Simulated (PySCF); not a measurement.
**Multinuclear NMR of C$_{5}$H$_{16}$N$_{2}$Si**

Geometry:
```json
{"atom": "C1", "x (Å)": "1.672", "y (Å)": "-1.107", "z (Å)": "-1.119"}
{"atom": "N2", "x (Å)": "1.333", "y (Å)": "0.099", "z (Å)": "-0.402"}
{"atom": "C3", "x (Å)": "2.436", "y (Å)": "1.023", "z (Å)": "-0.358"}
{"atom": "Si4", "x (Å)": "0.110", "y (Å)": "0.070", "z (Å)": "0.811"}
{"atom": "C5", "x (Å)": "-0.200", "y (Å)": "1.859", "z (Å)": "1.384"}
{"atom": "N6", "x (Å)": "-1.236", "y (Å)": "-0.710", "z (Å)": "0.059"}
{"atom": "C7", "x (Å)": "-1.736", "y (Å)": "-0.265", "z (Å)": "-1.218"}
{"atom": "C8", "x (Å)": "-2.255", "y (Å)": "-1.353", "z (Å)": "0.846"}
{"atom": "H9", "x (Å)": "1.929", "y (Å)": "-0.865", "z (Å)": "-2.155"}
{"atom": "H10", "x (Å)": "2.533", "y (Å)": "-1.615", "z (Å)": "-0.667"}
{"atom": "H11", "x (Å)": "0.823", "y (Å)": "-1.782", "z (Å)": "-1.110"}
{"atom": "H12", "x (Å)": "2.763", "y (Å)": "1.259", "z (Å)": "-1.376"}
{"atom": "H13", "x (Å)": "3.295", "y (Å)": "0.605", "z (Å)": "0.183"}
{"atom": "H14", "x (Å)": "2.133", "y (Å)": "1.942", "z (Å)": "0.132"}
{"atom": "H15", "x (Å)": "0.397", "y (Å)": "-0.772", "z (Å)": "1.989"}
{"atom": "H16", "x (Å)": "-1.110", "y (Å)": "1.905", "z (Å)": "1.975"}
{"atom": "H17", "x (Å)": "0.606", "y (Å)": "2.238", "z (Å)": "2.004"}
{"atom": "H18", "x (Å)": "-0.323", "y (Å)": "2.536", "z (Å)": "0.544"}
{"atom": "H19", "x (Å)": "-2.121", "y (Å)": "-1.119", "z (Å)": "-1.786"}
{"atom": "H20", "x (Å)": "-2.553", "y (Å)": "0.460", "z (Å)": "-1.105"}
{"atom": "H21", "x (Å)": "-0.931", "y (Å)": "0.199", "z (Å)": "-1.780"}
{"atom": "H22", "x (Å)": "-1.829", "y (Å)": "-1.702", "z (Å)": "1.782"}
{"atom": "H23", "x (Å)": "-3.087", "y (Å)": "-0.674", "z (Å)": "1.073"}
{"atom": "H24", "x (Å)": "-2.660", "y (Å)": "-2.212", "z (Å)": "0.301"}
```

How the numbers were obtained: GFN2-xTB structure, shieldings: GIAO PBE0/pcSseg-1, in PySCF 2.14.0 with density-fitted response routines (gas phase, non-relativistic, averaged over atoms made equivalent by symmetry, fast rotation or ring inversion, one conformer).

(1) Where does ²⁹Si resonate?

(2) Predict the ¹⁵N NMR data.

## Answers

(1) 
```tsv
atoms	environment	σ (ppm)	δ (ppm)
Si4	silicon bonded to C, 2 N, H	361.0	-16.7
```

Shieldings were converted by a linear fit to measured shifts: ²⁹Si (scatter 8.9 ppm rms, 25.8 ppm with the 6 outliers that the fit left out vs TMS, solution or neat liquid). Occasional misses reach two or three times the rms, and more in compound classes unlike the fitted ones.

On a 600 MHz spectrometer ²⁹Si resonates near 119.2 MHz, so 1 ppm is 119.2 Hz.

(2) 
```
atoms                 environment  σ (ppm)  δ (ppm)
N2/N6  nitrogen bonded to 2 C, Si    242.0   -371.0
```

Shieldings were converted by a linear fit to measured shifts: ¹⁵N (scatter 6.3 ppm rms vs CH3NO2, solution or neat liquid). A few per cent of atoms miss by over 2 rms, more outside the fitted compound classes.

On a 400 MHz spectrometer ¹⁵N resonates near 40.5 MHz, so 1 ppm is 40.5 Hz.
